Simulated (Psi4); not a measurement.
Computed with SAPT0/jun-cc-pVDZ, frozen core (Psi4 1.11).

Psi4 input:

```
molecule {
0 1
C 1.10354224 -0.28182867 -0.27885967
O 0.10987464 -0.41023607 0.71208655
C -1.09132385 0.23614991 0.35803853
H 1.35833436 0.77138781 -0.45806562
H 0.78186858 -0.72647288 -1.23021482
H 1.98935653 -0.80595178 0.07667770
H -1.79554963 0.08797234 1.17529343
H -0.93863597 1.31337560 0.20777139
H -1.51746692 -0.18439626 -0.56272750
--
0 1
B -4.41515217 -0.67929794 2.24680518
H -4.54663175 -1.69278271 1.63823527
H -5.00714038 0.29653860 1.91201881
H -3.69069131 -0.64131705 3.18941128
units angstrom
symmetry c1
no_reorient
no_com
}
set basis jun-cc-pvdz
set scf_type df
set freeze_core true
energy('sapt0')
```

Part of the output:

```
    SAPT Results
  --------------------------------------------------------------------------------------------------------
    Electrostatics                  0.40580829 [mEh]       0.25464854 [kcal/mol]       1.06544951 [kJ/mol]
      Elst10,r                      0.40580829 [mEh]       0.25464854 [kcal/mol]       1.06544951 [kJ/mol]

    Exchange                        0.55439922 [mEh]       0.34789076 [kcal/mol]       1.45557495 [kJ/mol]
      Exch10                        0.55439922 [mEh]       0.34789076 [kcal/mol]       1.45557495 [kJ/mol]
      Exch10(S^2)                   0.55405394 [mEh]       0.34767409 [kcal/mol]       1.45466841 [kJ/mol]

    Induction                      -0.18661299 [mEh]      -0.11710142 [kcal/mol]      -0.48995235 [kJ/mol]
      Ind20,r                      -0.18883528 [mEh]      -0.11849593 [kcal/mol]      -0.49578697 [kJ/mol]
      Exch-Ind20,r                  0.08438848 [mEh]       0.05295457 [kcal/mol]       0.22156193 [kJ/mol]
      delta HF,r (2)               -0.08216619 [mEh]      -0.05156007 [kcal/mol]      -0.21572731 [kJ/mol]

    Dispersion                     -0.76327163 [mEh]      -0.47896018 [kcal/mol]      -2.00396938 [kJ/mol]
      Disp20                       -0.79517002 [mEh]      -0.49897672 [kcal/mol]      -2.08771861 [kJ/mol]
      Exch-Disp20                   0.03189840 [mEh]       0.02001655 [kcal/mol]       0.08374923 [kJ/mol]
      Disp20 (SS)                  -0.39758501 [mEh]      -0.24948836 [kcal/mol]      -1.04385930 [kJ/mol]
      Disp20 (OS)                  -0.39758501 [mEh]      -0.24948836 [kcal/mol]      -1.04385930 [kJ/mol]
      Exch-Disp20 (SS)              0.01738670 [mEh]       0.01091032 [kcal/mol]       0.04564877 [kJ/mol]
      Exch-Disp20 (OS)              0.01451170 [mEh]       0.00910623 [kcal/mol]       0.03810046 [kJ/mol]

  Total HF                          0.77359451 [mEh]       0.48543788 [kcal/mol]       2.03107211 [kJ/mol]
  Total SAPT0                       0.01032289 [mEh]       0.00647771 [kcal/mol]       0.02710273 [kJ/mol]
```
